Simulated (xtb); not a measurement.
xtb input (GFN2-xTB):

```bash
xtb mol.xyz --gfn 2 --sp --chrg -1 --uhf 0
```
mol.xyz:
```
3

Y      0.13155285    -0.13842045     0.16777224
O      1.06974557     0.48290069    -1.37913829
O     -1.71106570     0.19189900     0.56124862
```

End of the output:

```
         :::::::::::::::::::::::::::::::::::::::::::::::::::::
         ::                     SUMMARY                     ::
         :::::::::::::::::::::::::::::::::::::::::::::::::::::
         :: total energy              -9.479174313367 Eh    ::
         :: gradient norm              0.010966045033 Eh/a0 ::
         :: HOMO-LUMO gap              1.066436192935 eV    ::
         ::.................................................::
         :: SCC energy                -9.490462725631 Eh    ::
         :: -> isotropic ES            0.253018118357 Eh    ::
         :: -> anisotropic ES          0.012988415862 Eh    ::
         :: -> anisotropic XC         -0.003932582261 Eh    ::
         :: -> dispersion             -0.001754613702 Eh    ::
         :: repulsion energy           0.011288412264 Eh    ::
         :: add. restraining           0.000000000000 Eh    ::
         :: total charge              -0.999999999860 e     ::
         :::::::::::::::::::::::::::::::::::::::::::::::::::::

           -------------------------------------------------
          |                Property Printout                |
           -------------------------------------------------

    * Orbital Energies and Occupations

         #    Occupation            Energy/Eh            Energy/eV
      -------------------------------------------------------------
         1        2.0000           -0.4518701             -12.2960
         2        2.0000           -0.4040529             -10.9948
         3        2.0000           -0.2411452              -6.5619
         4        2.0000           -0.1731560              -4.7118
         5        2.0000           -0.1646609              -4.4807
         6        2.0000           -0.1498050              -4.0764
         7        2.0000           -0.1490713              -4.0564
Note: The following floating-point exceptions are signalling: IEEE_UNDERFLOW_FLAG IEEE_DENORMAL
normal termination of xtb
         8        2.0000           -0.1489364              -4.0528 (HOMO)
         9                         -0.1097456              -2.9863 (LUMO)
        10                         -0.1005383              -2.7358
        11                         -0.0981507              -2.6708
        12                         -0.0908689              -2.4727
        13                         -0.0733762              -1.9967
        14                          0.0228546               0.6219
        15                          0.2039036               5.5485
        16                          0.3597680               9.7898
        17                          0.5952492              16.1976
      -------------------------------------------------------------
                  HL-Gap            0.0391908 Eh            1.0664 eV
             Fermi-level           -0.1289519 Eh           -3.5090 eV

     #   Z          covCN         q      C6AA      α(0)
     1  39 Y        1.379     0.418  1068.206   116.708
     2   8 O        0.689    -0.709    29.066     7.223
     3   8 O        0.689    -0.709    29.066     7.223

 Mol. C6AA /au·bohr⁶  :       1741.917634
 Mol. C8AA /au·bohr⁸  :     240592.124152
 Mol. α(0) /au        :        131.154639

Wiberg/Mayer (AO) data.
largest (>0.10) Wiberg bond orders for each atom

 ---------------------------------------------------------------------------
     #   Z sym  total        # sym  WBO       # sym  WBO       # sym  WBO
 ---------------------------------------------------------------------------
     1  39 Y    3.098 --     3 O    1.549     2 O    1.549
     2   8 O    1.860 --     1 Y    1.549     3 O    0.310
     3   8 O    1.860 --     1 Y    1.549     2 O    0.310
 ---------------------------------------------------------------------------

Topologies differ in total number of bonds
Writing topology from bond orders to xtbtopo.mol

molecular dipole:
                 x           y           z       tot (Debye)
 q only:        0.963      -1.014       1.229
   full:        1.356      -1.426       1.729       6.658
molecular quadrupole (traceless):
                xx          xy          yy          xz          yz          zz
 q only:       -7.173      -0.756       7.274       9.302       2.069      -0.102
  q+dip:       -8.040      -0.965       8.110      10.537       2.157      -0.070
   full:       -9.451      -0.838       9.644      12.109       2.943      -0.193

           -------------------------------------------------
          | TOTAL ENERGY               -9.479174313367 Eh   |
          | GRADIENT NORM               0.010966045033 Eh/α |
          | HOMO-LUMO GAP               1.066436192935 eV   |
           -------------------------------------------------

------------------------------------------------------------------------
------------------------------------------------------------------------
 total:
 SCF:
```

This state (charge -1, singlet) is run at the relaxed geometry of the species with charge 0 and multiplicity 2.
